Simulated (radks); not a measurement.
Values are calculated unless marked as measured or tabulated.
Question: All-electron atom: Pm32+ in [Ar] 3d10 4s1. Level of theory: Dirac Kohn-Sham, LB94 model potential, spin-unpolarised, spherical densities, finite nucleus; Fermi nuclear charge, rms radius 4.962 fm (a radial shooting solver on a logarithmic mesh with Libxc functionals). Some entries of the table are withheld. Estimate them.

orbital  occ.  eigenvalue (hartree)  <r^2> (bohr^2)
1s1/2       2             -1705.451       0.0007294
2s1/2       2             -315.0748         0.01140
2p1/2       2             -301.2927        0.008299
2p3/2       4             -280.4046        0.009532
3s1/2       2             -101.5057         0.07491
3p1/2       2             -95.56950             (1)
3p3/2       4             -91.23491             (2)
3d3/2       4                   (3)         0.06048
3d5/2       6                   (4)         0.06231
4s1/2       1             -48.60946          0.2986
4p1/2       0             -46.20022          0.2991
4p3/2       0             -44.78583          0.3187
5s1/2       0             -28.69315          0.8428

Answer: 
(1) 3p1/2 <r^2> (bohr^2): 0.06966
(2) 3p3/2 <r^2> (bohr^2): 0.07630
(3) 3d3/2 eigenvalue (hartree): -81.01384
(4) 3d5/2 eigenvalue (hartree): -80.04960
